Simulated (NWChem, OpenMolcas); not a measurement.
Predicting a hybrid from its neighbours: LiBr

The species is LiBr (2 atoms), meant as a singlet with charge 0. SMILES: `[Li][Br]`. The coordinates come from a PBE0-D4/def2-TZVP relaxation.

The dipole moment y, in D, basis aug-cc-pVTZ; a is the functional's share of exact exchange. Programs: NWChem 7.3.0, OpenMolcas 26.06.

| functional | program | a | y (D) |
| --- | --- | --- | --- |
| PBE | NWChem | 0 | 6.95 |
| revPBE | OpenMolcas | 0 | 6.97 |
| B3LYP | NWChem | 0.2 | ? |
| PBE0 | OpenMolcas | 0.25 | 7.13 |
| BHLYP | OpenMolcas | 0.5 | 7.23 |

Question: Fit y = c + s·a to the known rows and predict B3LYP.

Answer: 
1. Means of the 4 rows: a = 0.1875, y = 7.070.
2. Σ(Δa)² = 0.17188, Σ(Δa·Δy) = 0.095, so the slope is 0.095/0.17188 = 0.55271.
3. Intercept: 7.070 − (0.55271) × 0.1875 = 6.966. The largest residual of the fit is 0.026.
4. B3LYP: 6.966 + (0.55271) × 0.2 = 7.08 D.

The run gave 7.08 D, so the prediction is off by 0.00 D: they agree to the digits shown. More exact exchange makes the molecule more polar here.
